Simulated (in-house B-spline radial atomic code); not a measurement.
V II (V+) is squeezed into an impenetrable sphere of radius R (the orbitals vanish at R). No spin polarisation. Computed with a radial B-spline atomic code at the basis-set limit: non-relativistic LDA VWN5, spherical fractional occupations, point nucleus.

Energies in eV above the free ion in [Ar] 3d4:

```tsv
R (bohr)	highest level (eV)	[Ar] 3d4	[Ne] 3s2 3p5 3d5	-dE/dV in [Ar] 3d4 (GPa)
9.58	-9.31	0.0009824	37.8	0.00134
5.74	-8.84	0.2171	37.99	0.774
4.77	-7.99	0.8173	38.59	4.25
4.11	-6.69	2.049	39.89	14.8
3.7	-5.28	3.716	41.71	34.8
2.94	0.137	12.73	51.67	228
2.66	4.14	21.62	61.36	524
2.23	15.4	54.96	96.74	2240
1.86	35.9	139.6	184	9320
1.46	86.1	439.4	485.3	54300
```

(1) Does [Ne] 3s2 3p5 3d5 fall below [Ar] 3d4 under compression?

The highest level is first positive in the row R = 2.94 bohr, pushed up by confinement above the zero of the free ion's potential. Each configuration is held fixed and needn't be the lowest in the sphere.

Answers

(1) No, it stays above over the whole range.
